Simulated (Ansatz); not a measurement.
Cost against result

Saddle point of GaNH6O2, singlet (GaH₃O₂ ([OH][GaH][OH]) + NH₃ → GaNH₄O₂ ([NH2][Ga]([OH])[OH]) + H₂; bonds formed: H2–H5; dative contacts that become bonds: Ga1–N6; bonds broken: Ga1–H2, H5–N6), PBE0-D4/def2-TZVP structure:

Ga1  (0.503, 0.304, -0.266)
H2  (0.414, -1.596, -0.251)
O3  (0.410, 0.934, -1.930)
O4  (1.851, 0.889, 0.741)
H5  (-0.420, -1.276, 0.204)
N6  (-1.176, -0.179, 0.631)
H7  (-0.219, 0.477, -2.491)
H8  (1.962, 0.415, 1.566)
H9  (-2.054, 0.029, 0.171)
H10  (-1.272, 0.004, 1.623)
(Å)

Barriers are electronic and count from the start structure reached by relaxing down the imaginary mode.

Ansatz 0.2.0; basis: as named in each row; cores frozen in the correlated methods. Filled d shells of the heavier atoms are correlated. The def2 sets are not built for correlating such inner shells, so the correlated values are less sure here. B3LYP uses VWN-RPA correlation. Extrapolation: Hartree–Fock as exp(−7.88 √X), correlation as X^−2.97.

Times are rough, for one single point on 4 threads of a shared host (AMD EPYC 9R45).

The estimate by CCSD(T) at an estimated basis limit (MP2 extrapolated from triple and quadruple zeta, plus CCSD(T) − MP2 in triple zeta) is 202.2 kJ/mol.

```json
{"method": "HF", "basis": "STO-3G", "time (s)": "under 1", "barrier (kJ/mol)": "308.5", "method less estimate": "106.3"}
{"method": "PBE-D4", "basis": "STO-3G", "time (s)": "under 1", "barrier (kJ/mol)": "157.8", "method less estimate": "-44.4"}
{"method": "SPW92", "basis": "def2-SVP", "time (s)": "under 1", "barrier (kJ/mol)": "164.9", "method less estimate": "-37.3"}
{"method": "PBE-D4", "basis": "def2-SVP", "time (s)": "under 1", "barrier (kJ/mol)": "172.5", "method less estimate": "-29.7"}
{"method": "B3LYP-D4", "basis": "6-31G", "time (s)": "under 1", "barrier (kJ/mol)": "209.9", "method less estimate": "7.7"}
{"method": "SPW92", "basis": "def2-TZVPP", "time (s)": "under 1", "barrier (kJ/mol)": "165.0", "method less estimate": "-37.2"}
{"method": "PBE0-D4", "basis": "def2-SVP", "time (s)": "under 1", "barrier (kJ/mol)": "191.2", "method less estimate": "-10.9"}
{"method": "PBE-D4", "basis": "def2-TZVPP", "time (s)": "under 1", "barrier (kJ/mol)": "171.7", "method less estimate": "-30.5"}
{"method": "BLYP-D4", "basis": "def2-TZVPP", "time (s)": "under 1", "barrier (kJ/mol)": "180.0", "method less estimate": "-22.2"}
{"method": "B3LYP-D4", "basis": "def2-TZVPP", "time (s)": "1", "barrier (kJ/mol)": "192.9", "method less estimate": "-9.3"}
{"method": "BHLYP-D4", "basis": "def2-TZVPP", "time (s)": "1", "barrier (kJ/mol)": "211.7", "method less estimate": "9.5"}
{"method": "PBE0-D4", "basis": "def2-TZVPP", "time (s)": "1", "barrier (kJ/mol)": "187.7", "method less estimate": "-14.4"}
{"method": "r2SCAN-D4", "basis": "def2-TZVPP", "time (s)": "1", "barrier (kJ/mol)": "183.6", "method less estimate": "-18.6"}
{"method": "CAM-B3LYP-D4", "basis": "def2-TZVPP", "time (s)": "1", "barrier (kJ/mol)": "200.5", "method less estimate": "-1.7"}
{"method": "r2SCAN0-D4", "basis": "def2-TZVPP", "time (s)": "2", "barrier (kJ/mol)": "195.2", "method less estimate": "-7.0"}
{"method": "wB97M-V", "basis": "def2-SVP", "time (s)": "2", "barrier (kJ/mol)": "202.4", "method less estimate": "0.2"}
{"method": "RPA on PBE", "basis": "def2-TZVPP", "time (s)": "2", "barrier (kJ/mol)": "196.6", "method less estimate": "-5.6"}
{"method": "B2PLYP", "basis": "def2-TZVPP", "time (s)": "2", "barrier (kJ/mol)": "196.2", "method less estimate": "-6.0"}
{"method": "PBE-QIDH", "basis": "def2-TZVPP", "time (s)": "2", "barrier (kJ/mol)": "197.9", "method less estimate": "-4.3"}
{"method": "B97M-V", "basis": "def2-TZVPP", "time (s)": "3", "barrier (kJ/mol)": "195.0", "method less estimate": "-7.2"}
{"method": "wB97X-V", "basis": "def2-TZVPP", "time (s)": "3", "barrier (kJ/mol)": "201.0", "method less estimate": "-1.2"}
{"method": "CCSD(T)", "basis": "def2-SVP", "time (s)": "3", "barrier (kJ/mol)": "208.4", "method less estimate": "6.2"}
{"method": "wB97M-V", "basis": "def2-TZVPP", "time (s)": "3", "barrier (kJ/mol)": "201.0", "method less estimate": "-1.1"}
{"method": "MP2", "basis": "def2-QZVPP", "time (s)": "8", "barrier (kJ/mol)": "196.8", "method less estimate": "-5.4"}
{"method": "CCSD(T)", "basis": "def2-TZVPP", "time (s)": "49", "barrier (kJ/mol)": "200.0", "method less estimate": "-2.2"}
```

All methods are single points on the PBE0-D4 structures.

The T1 diagnostic stays at or below 0.014.

The step is the kind of exchange with an N–H group that builds nitride films in atomic layer and chemical vapour deposition.

Labels in which every atom is bracketed show which atoms are joined, not bond orders.
